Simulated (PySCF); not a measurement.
C₄H₁₀O₂Si, SMILES C=C[SiH](O)OCC, singlet, GFN2-xTB optimised geometry.

```
17

Si    -0.68    -1.10     0.00
O     -1.34    -1.90    -1.26
C      1.20    -1.10     0.00
C      1.93    -2.16    -0.30
O     -0.99     0.49     0.00
C     -2.23     1.13    -0.06
C     -2.04     2.60    -0.42
H     -1.32    -1.82     1.09
H     -1.04    -1.77    -2.15
H      1.71    -0.19     0.28
H      1.47    -3.10    -0.58
H      3.01    -2.16    -0.29
H     -2.73     1.03     0.91
H     -2.87     0.63    -0.81
H     -3.01     3.10    -0.46
H     -1.56     2.69    -1.39
H     -1.42     3.08     0.33
```

Density from B3LYP/def2-SVP (PySCF) at that geometry.

Minimum of the electron density along straight lines between bonded atoms, close to the bond critical point (lines longer than 1.1 times the sum of covalent radii, or with two minima, are not listed):

```
bond    length / Å  ρ at the minimum / e bohr⁻³  ∇²ρ there / e bohr⁻⁵  position (fraction from the first atom)
------  ----------  ---------------------------  --------------------  ---------------------------------------
Si1–O2       1.633                        0.127                  1.05                                     0.41
Si1–C3       1.878                        0.117                  0.35                                     0.38
C3–C4        1.323                        0.346                     ?                                     0.49
Si1–O5       1.625                        0.129                  1.09                                     0.41
O5–C6        1.401                        0.256                 -0.31                                     0.66
C6–C7        1.521                        0.252                     ?                                     0.51
Si1–H8       1.458                        0.121                  0.34                                     0.49
O2–H9        0.954                        0.355                     ?                                     0.82
C3–H10       1.082                        0.279                 -1.04                                     0.63
C4–H11       1.078                        0.285                 -1.10                                     0.63
C4–H12       1.080                        0.283                 -1.09                                     0.63
C6–H13       1.097                        0.282                 -1.06                                     0.63
C6–H14       1.097                        0.282                 -1.06                                     0.63
C7–H15       1.087                        0.277                 -1.02                                     0.62
C7–H16       1.087                        0.278                 -1.02                                     0.63
C7–H17       1.087                        0.278                 -1.03                                     0.63
```

Task: Complete the blanks.

Result: 
- C3–C4, ∇²ρ there / e bohr⁻⁵: -0.95
- C6–C7, ∇²ρ there / e bohr⁻⁵: -0.60
- O2–H9, ∇²ρ there / e bohr⁻⁵: -2.39
